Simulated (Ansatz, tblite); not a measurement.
Isomers of As$_{4}$⁺ (doublet), found by a short tight-binding search and relaxed with PBE-D4/def2-SVP in Ansatz.

The xTB rows come from tblite.

Run but left out: HF/def2-SVP, B2PLYP/def2-TZVP, MP2/def2-SVP, CCSD/def2-SVP, CCSD(T)/def2-SVP (B: ⟨S²⟩ 0.95 to 1.48, where a pure state has 0.75).

B: At PBE0-D4/def2-TZVP the charge 1 doublet is spin-contaminated (final ⟨S²⟩ up to 0.83, 0.75 for a pure state).

Other spin states were run for one of them alone.

A:

```xyz
4

As    0.556   -0.796    1.191
As    1.251    0.510   -0.732
As   -0.819   -0.704   -1.094
As   -0.989    0.991    0.635
```

B:

Cartesian coordinates in Å:
```
As -0.3111 -1.5860 0.8152
As -0.6848 0.7838 0.9999
As 1.1353 1.3265 -0.4776
As -0.1394 -0.5242 -1.3375
```

**Question.** Estimate which lies lowest at each level, and how far above it the others are (eV).

**Answer.** 
```json
{"level": "GFN1-xTB", "A": "0.00", "B": "0.48"}
{"level": "GFN2-xTB", "A": "0.00", "B": "0.50"}
{"level": "PBE-D4/def2-TZVP", "A": "0.00", "B": "0.72"}
{"level": "BLYP-D4/def2-TZVP", "A": "0.00", "B": "0.56"}
{"level": "r2SCAN-D4/def2-TZVP", "A": "0.00", "B": "0.72"}
{"level": "PBE0-D4/def2-TZVP", "A": "0.00", "B": "0.75"}
```
Point groups (tolerance 0.1 Å): A D2d, B C2v. Lower isomers may exist.
